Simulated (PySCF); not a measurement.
## Electron correlation in F²⁺ (fluorine, charge +2)

[He] 2s2 2p3, high-spin 4S determinant. Computed with PySCF 2.14 in x2c-TZVPall (5s3p2d1f, 31 functions), with scalar relativity by spin-free X2C-1e. Frozen: 1s2; 5 electrons correlated.

MP2 pair energies summed by pair of shells (mhartree):

```csv
pair,energy,share (%)
2s-2p,-64.66,66.6
2p-2p,-23.04,23.7
2s-2s,-9.45,9.7
```

Total MP2 correlation energy: -97.14 mhartree.

Same-spin part -27.99 and opposite-spin part -69.15 mhartree; SCS-MP2 scales them by 1/3 and 6/5 to -92.31 mhartree.

```tsv
level	correlation energy (mhartree)
CCSD	-111.42
(T)	-1.13
CCSD(T)	-112.55
```

Diagnostics: T1 = 0.0028, D1 = 0.0061, largest double amplitude 0.033.

Problem. Is a single reference adequate?

Solution. Yes: T1 lies below 0.03 and no double amplitude reaches 0.07.
